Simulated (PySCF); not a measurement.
CH3BeClS, SMILES C[S][Be][Cl].

Geometry optimised at B3LYP-D3(BJ)/def2-SVP. One conformer was computed; it need not be the lowest.

The numbers are results of TDDFT-ωB97X/def2-SVPD (PySCF 2.14.0), not measurements.

Vertical excitations.  State labels are in the subgroup Cs.

Question: Give excitation energies, oscillator strengths and character. (Estimate from the structure and the level; the computed values follow.)

Answer: 
```
state  symmetry  energy (eV)  λ (nm)      f                                            main pairs
-----  --------  -----------  ------  -----  ----------------------------------------------------
S1           A"         5.08     244  0.000                                        HOMO→LUMO 90 %
S2           A"         6.30     197  0.040                                      HOMO→LUMO+1 81 %
S3           A'         6.49     191  0.053  HOMO→LUMO+2 47 %, HOMO−1→LUMO 35 %, HOMO→LUMO+5 11 %
S4           A'         6.92     179  0.092                    HOMO−1→LUMO 52 %, HOMO→LUMO+2 31 %
S5           A"         7.49     166  0.000  HOMO→LUMO+6 55 %, HOMO→LUMO+11 16 %, HOMO→LUMO+4 9 %
S6           A"         7.81     159  0.002                HOMO−1→LUMO+2 65 %, HOMO−1→LUMO+5 14 %
S7           A'         7.89     157  0.148                HOMO−1→LUMO+1 72 %, HOMO−1→LUMO+3 13 %
S8           A"         7.90     157  0.000                                      HOMO−3→LUMO 74 %
S9           A"         8.11     153  0.042                                      HOMO→LUMO+3 69 %
S10          A'         8.14     152  0.086                  HOMO−2→LUMO 66 %, HOMO−3→LUMO+2 15 %
T1           A"         4.81     258      0                                        HOMO→LUMO 85 %
T2           A'         5.82     213      0                    HOMO→LUMO+2 71 %, HOMO→LUMO+5 18 %
T3           A"         6.09     204      0                                      HOMO→LUMO+1 76 %
T4           A'         6.12     203      0                                      HOMO−1→LUMO 78 %
```
Triplets are in the Tamm–Dancoff approximation, which puts them higher than full response would, so one can lie above its singlet here.
